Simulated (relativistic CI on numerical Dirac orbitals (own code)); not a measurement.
# Pb: what numerical and physical settings do to a radial Dirac CI calculation

Reference input:

```
atom Pb  Z=82  charge=0  electrons=82
nucleus A=208  rms_radius_fm=5.5012
hamiltonian dirac-coulomb  breit=on  qed=on  c_scale=1
orbitals kli  potential=per-configuration
slater_scale 1
correlation none
mixing on
grid step=0.0125 r_max=323.6
scf mixing=0.4 start=green max_iterations=150 tolerance=2e-08 node_fill=0.05
configurations
  [Xe] 4f14 5d10 6s2 6p2
  [Xe] 4f14 5d10 6s2 6p 6d
  [Xe] 4f14 5d10 6s2 6p 7s
  [Xe] 4f14 5d10 6s 6p3
  [Xe] 4f14 5d10 6s2 6p 7p
end
```

Computed lowest total energy -20871.94037 Ha, first excitation 7108.5 cm⁻¹, 66 SCF steps. Runs with settings changed; * marks those that are bad on purpose:

```csv
Changed,Outcome,Lowest level,ΔE (Ha),First excitation (cm⁻¹),SCF steps,Message
"Slater scale 1.2, node fill of the KLI weights 0.5, SCF mixing 0.1",converged,6s2 6p2 3P_0,0.0658,7767.4,94,
"start potential bare, QED terms off",converged,6s2 6p2 3P_0,-17,7106.2,150,
"end of the grid at 161.8 bohr, SCF tolerance 1e-06",converged,6s2 6p2 3P_0,3.87e-08,7108.5,54,
"SCF mixing 0.7, nuclear radius 7.1516 fm",converged,6s2 6p2 3P_0,2.97,7107.2,57,
grid step 0.08 *,converged,6s2 6p2 3P_0,0.00825,7107.5,66,
iteration limit 4 *,not converged,,,,4,SCF of 1s2 2s2 2p6 3s2 3p6 3d10 4s2 4p6 4d10 4f14 5s2 5p6 5d10 6s2 6p2 did not converge
```

With so few configurations and no correlation, terms lie too far apart (by 10 to 50 % near neutrality), their order can be wrong, and levels of other configurations are missing.
